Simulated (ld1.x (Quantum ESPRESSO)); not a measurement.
Transferability test, TM potential for calcium

```
Element                 : Ca (Z = 20)
Generator               : ld1.x (Quantum ESPRESSO) 7.5
Type                    : norm-conserving Troullier–Martins (Kleinman–Bylander form)
Functional              : LDA (PZ)
Relativity              : scalar-relativistic
Frozen core             : [Ar]
Valence charge          : 2
Reference configuration : 3d0 4s1 4p0 (charge +1)
Partial waves           : 4s (bound): rc 3.35 bohr; 4p (bound, empty): rc 4.15 bohr; 3d (bound, empty): rc 1.70 bohr
Local potential         : all-electron potential smoothed inside 2.05 bohr (lloc = -2)
Core correction         : none
```

Energies are relative to the spin-unpolarised reference configuration 3d0 4s1 4p0; without spin polarisation the order of configurations can differ from experiment. Spin-polarised rows fill each open shell by Hund’s rule, majority spin first.

**Question.** Give the all-electron excitation energy and the error of the potential for: 3d0 4s2 4p0; 3d0 4s1.5 4p0; 3d0 4s1 4p1; 3d1 4s0 4p0; 3d0 4s0 4p1; 3d1 4s1 4p0; 3d0.5 4s1.5 4p0; 3d0 4s1 4p0 (spin-polarised); 3d0 4s1.5 4p0 (spin-polarised).

**Answer.**

```csv
valence configuration,charge,ΔE all-electron (eV),error AE − PS (meV)
3d0 4s2 4p0,0,-6.463,+48
3d0 4s1.5 4p0,+0.5,-3.896,+17
3d0 4s1 4p1,0,-3.972,+12
3d1 4s0 4p0,+1,1.337,+1051
3d0 4s0 4p1,+1,3.122,+37
3d1 4s1 4p0,0,-4.221,+760
3d0.5 4s1.5 4p0,0,-5.440,+385
3d0 4s1 4p0 (spin-polarised),+1,-0.208,+83
3d0 4s1.5 4p0 (spin-polarised),+0.5,-3.935,+27
```
